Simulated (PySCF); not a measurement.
SMILES F[Si](N[SiH2]N)(F)F (H5F3N2Si2), singlet (CAM-B3LYP/def2-SVP optimised geometry):

```
12

Si     1.345     0.934     0.034
F      1.035     1.935     1.242
F      1.298     1.844    -1.280
F      2.846     0.407     0.197
N      0.292    -0.382     0.000
Si    -1.460    -0.382     0.000
N     -2.069    -1.296     1.316
H      0.746    -1.293     0.033
H     -2.018    -1.032    -1.215
H     -1.790     1.070     0.000
H     -1.918    -1.048     2.287
H     -2.846    -1.935     1.197
```

Computed with CAM-B3LYP/def2-TZVP in PySCF.

Q: What are the frontier orbital energies and the dipole moment?

A: HOMO-2 -11.46 eV, HOMO-1 -10.11 eV, HOMO -9.29 eV, LUMO 1.23 eV, LUMO+1 1.39 eV; dipole moment 3.75 D.

On the same geometry PBE/def2-TZVP in PySCF gives HOMO-2 -8.52 eV, HOMO-1 -7.17 eV, HOMO -6.42 eV, LUMO -0.49 eV, LUMO+1 -0.31 eV; dipole moment 3.68 D.

Meta-Löwdin charges at CAM-B3LYP/def2-TZVP: Si1 1.71, F2 -0.49, F3 -0.49, F4 -0.49, N5 -0.84, Si6 0.89, N7 -0.75, H8 0.26, H9 -0.13, H10 -0.14, H11 0.24, H12 0.24.
